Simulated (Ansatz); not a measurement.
Al₇. The state is a doublet with charge 0. Geometry r2SCAN-D4/def2-SVP.

```xyz
7

Al    1.386    0.572   -1.494
Al   -0.434    1.704   -0.071
Al    0.556   -1.890   -0.774
Al    1.462   -0.213    0.955
Al   -1.319   -0.928    0.703
Al   -0.439    0.857    2.412
Al   -1.214   -0.100   -1.732
```

B3LYP takes the VWN-RPA correlation. The structure comes from a short search, and lower isomers may exist.

Q: Estimate the α-spin orbital energies around the gap (eV) in Ansatz with PBE-D4/def2-TZVPD, r2SCAN-D4/def2-TZVPD, B3LYP-D4/def2-TZVP, PBE0-D4/def2-SVP, PBE0-D4/def2-TZVPD.

A: 
| orbital | PBE-D4/def2-TZVPD | r2SCAN-D4/def2-TZVPD | B3LYP-D4/def2-TZVP | PBE0-D4/def2-SVP | PBE0-D4/def2-TZVPD |
| --- | --- | --- | --- | --- | --- |
| HOMO−13 | -68.77 | -70.61 | -72.78 | -73.88 | -73.59 |
| HOMO−12 | -68.76 | -70.61 | -72.78 | -73.88 | -73.59 |
| HOMO−11 | -68.76 | -70.61 | -72.78 | -73.88 | -73.59 |
| HOMO−10 | -12.58 | -13.14 | -13.85 | -14.63 | -14.30 |
| HOMO−9 | -9.91 | -10.31 | -10.94 | -11.55 | -11.31 |
| HOMO−8 | -9.02 | -9.33 | -9.96 | -10.50 | -10.27 |
| HOMO−7 | -9.01 | -9.33 | -9.96 | -10.50 | -10.27 |
| HOMO−6 | -6.79 | -7.03 | -7.42 | -7.90 | -7.72 |
| HOMO−5 | -6.07 | -6.17 | -6.58 | -6.89 | -6.74 |
| HOMO−4 | -6.07 | -6.17 | -6.58 | -6.89 | -6.74 |
| HOMO−3 | -5.20 | -5.38 | -5.59 | -5.98 | -5.84 |
| HOMO−2 | -5.10 | -5.26 | -5.52 | -5.98 | -5.77 |
| HOMO−1 | -5.10 | -5.26 | -5.51 | -5.98 | -5.77 |
| HOMO | -4.35 | -4.61 | -4.77 | -5.21 | -5.06 |
| LUMO | -3.47 | -3.48 | -2.97 | -3.15 | -2.95 |
| LUMO+1 | -3.47 | -3.48 | -2.96 | -3.14 | -2.95 |
| LUMO+2 | -3.11 | -3.05 | -2.62 | -2.72 | -2.57 |
| LUMO+3 | -2.46 | -2.37 | -1.89 | -2.02 | -1.87 |
| LUMO+4 | -2.46 | -2.37 | -1.89 | -2.01 | -1.87 |
| LUMO+5 | -1.70 | -1.56 | -1.13 | -1.25 | -1.09 |
| β HOMO | -5.07 | -5.24 | -5.47 | -5.92 | -5.74 |
| β LUMO | -3.54 | -3.32 | -3.07 | -3.07 | -2.90 |
